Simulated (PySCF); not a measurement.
C₅H₁₃AlS.
SMILES: `C=C[CH2][AlH2-][S+](C)C`

A PySCF run (density fitting, gas phase, GFN2-xTB geometry) gave HOMO -6.18 eV, LUMO 0.21 eV, dipole 4.39 D and E = -838.389 Eh.

Problem. Which of these levels was it?
A. wB97X-D/6-311G**
B. BLYP/cc-pVDZ
C. PBE0/pcSseg-1
D. PBE0/def2-SVPD

Solution. C. It is PBE0/pcSseg-1. All candidates on this geometry:

```tsv
level and settings	kind	basis functions	SCF cycles	E (Eh)	HOMO (eV)	LUMO (eV)	dipole (D)
BLYP/cc-pVDZ	GGA	171	15	-838.7930	-4.75	-0.35	4.35
PBE0/def2-SVPD	global hybrid	255	14	-838.1158	-6.18	0.02	4.33
PBE0/pcSseg-1	global hybrid	198	14	-838.3891	-6.18	0.21	4.39
wB97X-D/6-311G**, level shift 0.2 Eh, fitting basis def2-universal-jkfit	range-separated hybrid	220	12	-838.9364	-7.93	1.97	4.37
```

The nearest other candidate, by the summed differences of HOMO and LUMO, is PBE0/def2-SVPD: its HOMO differs by 0.00 eV and its LUMO by -0.19 eV. wB97X-D ran without the empirical dispersion term, which would shift the total energy alone. Cycle counts include a coarse-grid stage where the run had one. All basis functions are spherical, in the Pople sets too.

The values belong to the conformer `[CH2:1]=[CH:2][CH2:3][AlH2-:4][S+:5]([CH3:6])[CH3:7]`: C1–C2–C3–Al4 -88°, C2–C3–Al4–S5 -156°, C3–Al4–S5–C6 77°.
